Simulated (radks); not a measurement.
Values are calculated unless marked as measured or tabulated.
Q: Pt15+, configuration [Kr] 4d10 4f14 5s2 5p1. Level of theory: scalar-relativistic Kohn-Sham, r2SCAN, spin-polarised, spherical densities, finite nucleus; open shells are filled with parallel spins first (spin-orbit coupling, left out, can overturn this in heavy ions); meta-GGA in the generalised Kohn-Sham scheme; Fermi nuclear charge, rms radius 5.427 fm (a radial shooting solver on a logarithmic mesh with Libxc functionals). Some entries of the table are withheld. Estimate them.

| orbital | occ. | eigenvalue (eV) | <r> (bohr) | <1/r> (bohr^-1) |
|---|---|---|---|---|
| 1s up | 1 | -78815.11 | 0.01715 | 93.91 |
| 1s down | 1 | -78814.82 | 0.01715 | 93.91 |
| 2s up | 1 | -14132.08 | 0.07233 | 22.03 |
| 2s down | 1 | -14132.02 | 0.07233 | 22.03 |
| 2p up | 3 | -12289.21 | 0.06522 | 19.67 |
| 2p down | 3 | -12289.04 | 0.06522 | 19.67 |
| 3s up | 1 | -3564.502 | 0.1868 | 8.181 |
| 3s down | 1 | -3564.424 | 0.1868 | 8.181 |
| 3p up | 3 | -3025.231 | 0.1879 | 7.478 |
| 3p down | 3 | -3025.111 | 0.1879 | 7.477 |
| 3d up | 5 | -2439.349 | 0.1703 | 7.035 |
| 3d down | 5 | -2439.211 | 0.1703 | 7.035 |
| 4s up | 1 | -1009.583 | 0.4143 | 3.495 |
| 4s down | 1 | -1009.289 | 0.4143 | 3.494 |
| 4p up | 3 | -831.5448 | 0.4401 | 3.167 |
| 4p down | 3 | -831.2501 | 0.4400 | 3.167 |
| 4d up | 5 | -613.9028 | (1) | 2.844 |
| 4d down | 5 | -613.5359 | (2) | 2.845 |
| 5s up | 1 | -383.3400 | 0.8757 | 1.557 |
| 5s down | 1 | -380.2964 | 0.8736 | 1.563 |
| 4f up | 7 | (3) | 0.4940 | 2.454 |
| 4f down | 7 | (4) | 0.4927 | 2.459 |
| 5p up | 1 | -327.7551 | 0.9551 | 1.404 |
| 5p down | 0 | -324.6548 | 0.9549 | 1.405 |

A: 
(1) 4d up <r> (bohr): 0.4643
(2) 4d down <r> (bohr): 0.4639
(3) 4f up eigenvalue (eV): -371.2034
(4) 4f down eigenvalue (eV): -370.6760
